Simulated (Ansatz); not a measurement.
Relaxation of CH₉BGeSi (13 atoms, charge 0, multiplicity 1), to a largest force component of 0.02 eV/Å in at most 50 steps.

Level of theory: Ansatz, RHF/def2-SVP.

```xyz
13
Properties=species:S:1:pos:R:3:forces:R:3
C -1.153 1.834 -0.762 -1.22 2.05 -3.89
B -1.071 0.626 0.192 0.88 2.09 -0.59
Ge 0.725 -0.005 0.758 -1.01 0.05 2.46
Si 1.136 -2.171 0.046 -2.52 -0.34 -0.83
H -0.751 2.764 -0.308 -0.04 -0.61 -0.46
H -0.671 1.685 -1.727 0.43 0.34 -0.78
H -2.246 2.076 -0.981 1.37 -0.16 -0.07
H -1.994 0.076 0.559 -1.07 -2.41 1.06
H 0.864 0.065 2.359 0.38 -0.48 -0.65
H -1.758 1.475 0.611 -0.76 0.24 3.56
H 0.949 -2.227 -1.395 0.10 -0.04 -0.56
H 0.044 -3.033 0.658 0.42 0.54 -0.07
H 2.341 -2.629 0.450 3.03 -1.27 0.84
```

Q: Where does it end, and by what steps?

A: The run converged. The force dipped under the threshold on the way, but the program's further checks kept it going. After 23 steps the energy has fallen by 5.391 eV; H10 moved furthest, 1.04 Å. Parted: B2–H8. Joined: Ge3–H8.

| step | energy less start (eV) | largest force component (eV/Å) | accepted |
| --- | --- | --- | --- |
| 0 | 0.0000 | 3.889 | yes |
| 1 | -2.3097 | 3.089 | yes |
| 2 | -3.6110 | 2.276 | yes |
| 3 | -4.2568 | 2.031 | yes |
| 4 | -4.7563 | 0.883 | yes |
| 5 | -4.9952 | 0.801 | yes |
| 6 | -5.1520 | 0.700 | yes |
| 7 | -5.2688 | 0.437 | yes |
| 8 | -5.3178 | 0.490 | yes |
| 9 | -5.3622 | 0.159 | yes |
| 10 | -5.3812 | 0.186 | yes |
| 11 | -5.3824 | 0.188 | yes |
| 12 | -5.3883 | 0.066 | yes |
| 13 | -5.3881 | 0.132 | no |
| 14 | -5.3897 | 0.031 | yes |
| 15 | -5.3899 | 0.046 | yes |
| 16 | -5.3902 | 0.053 | yes |
| 17 | -5.3904 | 0.030 | yes |
| 18 | -5.3906 | 0.020 | yes |
| 19 | -5.3907 | 0.014 | yes |
| 20 | -5.3909 | 0.028 | yes |
| 21 | -5.3910 | 0.029 | yes |
| 22 | -5.3911 | 0.019 | yes |
| 23 | -5.3912 | 0.009 | yes |

```xyz
13
Properties=species:S:1:pos:R:3
C -1.112 1.700 -0.987
B -0.939 1.336 0.552
Ge 0.204 -0.162 1.221
Si 0.977 -2.034 -0.096
H -0.573 2.631 -1.190
H -0.736 0.944 -1.678
H -2.162 1.888 -1.229
H -1.458 -0.028 0.830
H 0.147 -0.522 2.713
H -1.399 2.027 1.420
H 0.738 -1.768 -1.533
H 0.296 -3.290 0.297
H 2.434 -2.186 0.137
```

Time of the run: 61 s on 2 threads of Arm Neoverse V1, with other jobs on the host, peak memory 0.29 GiB.
